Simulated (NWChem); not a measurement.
**Correlation energy of H6PSi2**

SMILES: [SiH3][P][SiH3]
```xyz
9

Si    -0.0226     1.6611     0.4273
P      0.0000     0.0000    -1.1067
Si     0.0226    -1.6611     0.4273
H      0.2730     2.9616    -0.2438
H     -1.3803     1.7330     1.0538
H      0.9868     1.4279     1.5084
H      1.3803    -1.7330     1.0538
H     -0.2730    -2.9616    -0.2438
H     -0.9868    -1.4279     1.5084
```
Charge 0, spin multiplicity 2.

All runs are NWChem calculations. Structure: optimised with UPBE0/def2-SVP, a minimum by its harmonic frequencies.

Basis set: cc-pVDZ. Each correlation energy counts from its own Hartree-Fock reference.

The correlated methods keep 15 core orbitals frozen. The structure started from a generated list of species. The unpaired electrons of the parent sit in orbitals of symmetry b (C2 labels of the run); other states weren't searched. The stability of the SCF solutions was not checked. Open-shell Hartree-Fock references start from PBE0 orbitals. No row is a measurement; the coupled-cluster row has its own basis-set and correlation limits.

Q: Order these methods by the correlation energy they give, lowest first: URI-MP2, SCS-UMP2, CCSD on ROHF, CCSD[T] on ROHF, CCSD on UHF.

A: CCSD[T] on ROHF (-384.7 mHa), CCSD on ROHF (-373.8 mHa), CCSD on UHF (-369.8 mHa), SCS-UMP2 (-320.4 mHa), URI-MP2 (-305.6 mHa)
